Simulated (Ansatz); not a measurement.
Ansatz (an electronic-structure program) input:

Ansatz 0.2 input:
```yaml
crystal:
  periodic: [false, false, false]
  atoms:
    - {symbol: Mo, position_ang: [0.00543210, 0.00341976, 0.00070581]}
    - {symbol: C, position_ang: [1.78696700, -0.37070437, -1.11392918]}
    - {symbol: H, position_ang: [2.37703070, -1.19383827, -0.68053661]}
    - {symbol: H, position_ang: [2.44330724, 0.51362653, -1.14636035]}
    - {symbol: H, position_ang: [1.56659453, -0.64676101, -2.15744352]}
    - {symbol: C, position_ang: [0.51297725, 0.52383505, 2.00763470]}
    - {symbol: H, position_ang: [-0.38282645, 0.72264590, 2.61738302]}
    - {symbol: H, position_ang: [1.13992830, 1.42872990, 2.05163383]}
    - {symbol: H, position_ang: [1.07277584, -0.28107108, 2.51015659]}
    - {symbol: C, position_ang: [-1.07421737, 1.60931404, -0.90025735]}
    - {symbol: H, position_ang: [-2.00415930, 1.83472765, -0.35423642]}
    - {symbol: H, position_ang: [-1.35838200, 1.37968302, -1.93957302]}
    - {symbol: H, position_ang: [-0.48204823, 2.53810213, -0.92555556]}
    - {symbol: C, position_ang: [-1.21003540, -1.75127175, 0.01189970]}
    - {symbol: H, position_ang: [-1.49865968, -2.05669962, -1.00652224]}
    - {symbol: H, position_ang: [-2.14215949, -1.59894053, 0.57915025]}
    - {symbol: H, position_ang: [-0.68953545, -2.60740154, 0.47027894]}
basis:
  gaussian:
    orbitals: def2-TZVP
hamiltonian:
  xc: b3lyp
  dispersion: d3bj
magnetization: {spin_polarized: true, initial_magnetization: 2}
relax: {f_tol: 0.002, max_steps: 150}
```

Question: Which total energy does the run end on?

Answer: -227.93901 Eh (B3LYP-D3(BJ)/def2-TZVP). The basis has 236 functions.

The spin state was set by rule; other spins were not relaxed.
